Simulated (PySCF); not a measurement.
Compound: C2H10OSi3.
Numbering: `[CH3:1][C@H:2]1[SiH2:3][Si@H:4]([OH:5])[SiH2:6]1` (hydrogens: H7, H8, H9 on C1; H10 on C2; H11, H12 on Si3; H13 on Si4; H14 on O5; H15, H16 on Si6)

Computed with PySCF 2.14.0, density-fitted response routines, TDDFT B3LYP/def2-SVPD, vertical, gas phase, core orbitals frozen in the response. Geometry: GFN2-xTB, one conformer, isolated molecule. Torsions of this conformer, `[CH3:1][C@H:2]1[SiH2:3][Si@H:4]([OH:5])[SiH2:6]1`: H–O5–Si4–Si3 -48°.

Each state is given a Gaussian of 0.25 eV full width at half maximum, with ε(max) = 2.175×10⁸ f / Δν̃ (Δν̃ the width in cm⁻¹). The width is an assumption, not a result. The curve ends short of the highest state used, and states not computed would add to its high-energy end.

```
λ (nm)  ε (L mol⁻¹ cm⁻¹)
 205.0              1637
 209.7               902
 214.4              2957
 219.1             11402
 223.8             11838
 228.5              3784
 233.2               451
 237.9               221
 242.7               696
 247.4               954
 252.1               591
 256.8               180
 261.5                29
 266.2                 3
 270.9                 6
 275.6                24
 280.3                56
 285.0                79
 289.7                70
 294.4                41
 299.1                16
 303.8                 5
 308.5                 1
 313.2                 0
```

(1) Locate the maxima and give the states behind the curve.

(2) Coming from long wavelengths, where does ε first pass 100 L mol⁻¹ cm⁻¹?

(3) On this curve, what absorbance would a 10⁻³ mol/L sample give at 254 nm over a 1 cm path?

Answers

(1) 286 nm (4.33 eV), ε about 80, made up of S1 (100%); 247 nm (5.02 eV), ε about 960, made up of S2 (99%); 222 nm (5.60 eV), ε about 14000, made up of S4 (100%) (ε in L mol⁻¹ cm⁻¹; maxima over ε = 5, shares over 10%). At its high-energy end, 6.05 eV, the curve is still rising (ε about 1600, from S5). The states used: S1 4.33 eV (f 0.0007); S2 5.02 eV (f 0.0088); S3 5.10 eV (f 0.0002); S4 5.60 eV (f 0.126); S5 6.04 eV (f 0.015); S6 6.13 eV (f 0.0002); S7 6.21 eV (f 0.0006); S8 6.65 eV (f 0.082).

(2) At about 258 nm (4.80 eV), 0.46 eV above S1.

(3) 254 nm is 4.881 eV, where ε is about 400 L mol⁻¹ cm⁻¹, so A = ε c l ≈ 0.4 (Beer–Lambert, with the gas-phase spectrum and the assumed width).

The run took 41 s on one thread, Arm Neoverse V1 (aarch64), on a shared host, and the process peaked at 0.87 GiB of memory.
